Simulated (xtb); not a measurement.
TiBr4, SMILES [Br][Ti]([Br])([Br])[Br], multiplicity 1. All values are semi-empirical tight-binding results from xtb (GFN2-xTB unless named), good for trends rather than for accurate numbers. Coordinates come from a GFN2-xTB optimisation. The multiplicity is an assumed one; other spin states were not compared. The isomer is the one that the SMILES or the coordinates give; other isomers of the formula were not compared.

Optimised geometry:

```xyz
5

Ti     0.0000     0.0000     0.0000
Br     1.3526     1.3526    -1.3526
Br    -1.3526     1.3526     1.3526
Br    -1.3526    -1.3526    -1.3526
Br     1.3526    -1.3526     1.3526
```

For metal compounds this method's bond lengths and energies can be far off.

```yaml
point_group_as_xtb_finds_it: Td
orbital_gap: 2.12 eV
zero_point_energy: 2.4 kcal/mol
G − E(el) at 298.15 K (modified RRHO): -20.5 kcal/mol
```

Computed atomic charges and the Wiberg bond orders between heavy atoms:
charges (e) Ti1 0.84, Br2 -0.21, Br3 -0.21, Br4 -0.21, Br5 -0.21. Bond orders Ti1–Br2 1.21, Ti1–Br3 1.21, Ti1–Br4 1.21, Ti1–Br5 1.21.
